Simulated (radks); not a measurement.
Values are calculated unless marked as measured or tabulated.
The gold anion Au-, [Hg], held by a Watson sphere: a shell of charge +1 at radius R that stands for the Madelung well of a crystal (potential energy -1/R inside, -1/r outside, in hartree with lengths in bohr). Level of theory: scalar-relativistic Kohn-Sham, PBEsol, spin-polarised, spherical densities, finite nucleus; Fermi nuclear charge, rms radius of each element as measured or else 0.836 A^(1/3) + 0.57 fm (a radial shooting solver on a logarithmic mesh with Libxc functionals). Response by self-consistent Sternheimer equations with the Hartree and adiabatic LDA kernel, the relativistic mass of each level held fixed and spin-orbit coupling left out. The sphere does not respond.

| R (bohr) | e(5p) (eV) | e(5d) (eV) | e(6s) (eV) | <r> 6s (bohr) | sum of <r^2> (bohr^2) | X-ray form factor at sin(theta)/lambda = 0.1 1/angstrom | alpha (bohr^3) |
|---|---|---|---|---|---|---|---|
| 2.73 | -60.164 | -7.433 | -6.765 | 2.812 | 69.59 | 75.579 | 42.07 |
| 2.84 | -60.025 | -7.277 | -6.666 | 2.831 | 70.03 | 75.561 | 43.30 |
| 3.72 | -59.019 | -6.174 | -5.772 | 2.972 | 73.04 | 75.456 | 54.25 |
| 4.19 | -58.550 | -5.679 | -5.307 | 3.033 | 74.30 | 75.420 | 60.37 |
| 4.39 | -58.365 | -5.486 | -5.120 | 3.056 | 74.76 | 75.408 | 62.94 |
| 4.67 | -58.119 | -5.233 | -4.871 | 3.085 | 75.35 | 75.394 | 66.48 |
| 4.72 | -58.077 | -5.189 | -4.828 | 3.090 | 75.44 | 75.392 | 67.10 |
| 5.59 | -57.417 | -4.517 | -4.156 | 3.157 | 76.84 | 75.365 | 77.28 |
| 6.32 | -56.960 | -4.057 | -3.691 | 3.195 | 77.65 | 75.353 | 84.72 |
